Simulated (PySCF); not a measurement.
PySCF 2.14 output of an unrestricted PBE calculation on a single atom or ion in aug-cc-pV(T+d)Z, with the non-relativistic Hamiltonian (point nucleus):

```
SCF conv_tol = 1e-09
number electrons alpha = 9  beta = 5
    J. P. Perdew, K. Burke, and M. Ernzerhof.,  Phys. Rev. Lett. 77, 3865 (1996)
    J. P. Perdew, K. Burke, and M. Ernzerhof.,  Phys. Rev. Lett. 78, 1396 (1997)
    J. P. Perdew, K. Burke, and M. Ernzerhof.,  Phys. Rev. Lett. 77, 3865 (1996)
    J. P. Perdew, K. Burke, and M. Ernzerhof.,  Phys. Rev. Lett. 78, 1396 (1997)
cycle= 1 E= -288.85678702273  delta_E= -0.00444  |g|= 0.0338  |ddm|= 0.466
cycle= 2 E= -288.857093934873  delta_E= -0.000307  |g|= 0.0147  |ddm|= 0.128
cycle= 3 E= -288.857160736052  delta_E= -6.68e-05  |g|= 0.00136  |ddm|= 0.046
cycle= 4 E= -288.85718582101  delta_E= -2.51e-05  |g|= 0.000535  |ddm|= 0.0643
cycle= 5 E= -288.85718850873  delta_E= -2.69e-06  |g|= 4.6e-05  |ddm|= 0.0242
cycle= 6 E= -288.857188518991  delta_E= -1.03e-08  |g|= 3.26e-06  |ddm|= 0.00197
cycle= 7 E= -288.857188519031  delta_E= -3.94e-11  |g|= 2.85e-07  |ddm|= 9.09e-05
converged SCF energy = -288.857188519031  <S^2> = 6.0000151  2S+1 = 5.000006
```

The run itself started from symmetry-adapted Hartree-Fock orbitals and held the occupation by maximum overlap, on a logarithmic radial grid, so the iterations belong to that start.

Question: Which element, charge and spin multiplicity is this?

Answer: Si (silicon, neutral), multiplicity 5; the state was [Ne] 3s1 3p2 4s1, high-spin 5P determinant (an excited configuration).

The outer electron is Rydberg-like, and this basis confines it to a smaller radius and binds it less than a complete one would.
